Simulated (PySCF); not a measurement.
Spin states and ions at one geometry of [BiCl3]2+

PySCF 2.14.0, RKS TPSS, Bi def2-SVP with ECP60, Cl def2-SVP; non-relativistic Hamiltonian with scalar-relativistic core potentials where named; density fitting; no spin-orbit coupling; singlets restricted, open shells unrestricted. The geometry is relaxed for charge +2, singlet, vacuum:

```xyz
4

Bi    0.0000    0.0000   -0.3513
Cl    2.3868    0.0000   -0.3521
Cl   -1.1933    2.0670   -0.3521
Cl   -1.1934   -2.0670   -0.3521
```

Energies count from the relaxed state; an electron taken off or put on is at rest in vacuum. Charges and spins are Mulliken's.

Q: Order these states by energy, lowest first.
A. charge +2, singlet, vacuum
B. charge +3, doublet, vacuum
C. charge +1, doublet, vacuum
D. charge +2, triplet, vacuum

A: C (-15.61 eV), A (0.00 eV), D (0.81 eV), B (22.37 eV).

Q: How do charge and spin on the first atom follow?

A: 
| state | spin squared | charge on Bi1 (e) | spin on Bi1 (e) | dipole about the centre of mass (D) |
| --- | --- | --- | --- | --- |
| charge +2, singlet, vacuum | 0.00 | 1.34 | 0.00 | 0.00 |
| charge +2, triplet, vacuum | 2.01 | 1.30 | 0.03 | 0.00 |
| charge +3, doublet, vacuum | 0.75 | 1.49 | -0.07 | 0.00 |
| charge +1, doublet, vacuum | 0.75 | 1.15 | 0.09 | 0.00 |

With an electron taken off (doublet) the charges change, summed by element, by Bi +0.15 e, Cl +0.85 e. The vertical ionisation energy is 22.37 eV, against −ε(HOMO) = 19.52 eV of the relaxed state. The level lies 2.9 eV too high, as is usual for semilocal functionals and global hybrids, which keep a self-interaction error.

With an electron put on (doublet) the charges change, summed by element, by Bi -0.19 e, Cl -0.81 e. The vertical electron affinity is 15.61 eV, against −ε(LUMO) = 18.49 eV of the relaxed state.

Open shells may have lower solutions than those found. Hard to converge, so the more doubtful: charge +2, triplet, vacuum; charge +3, doublet, vacuum.

No frequency check is given that shows the relaxed geometry to be a minimum.
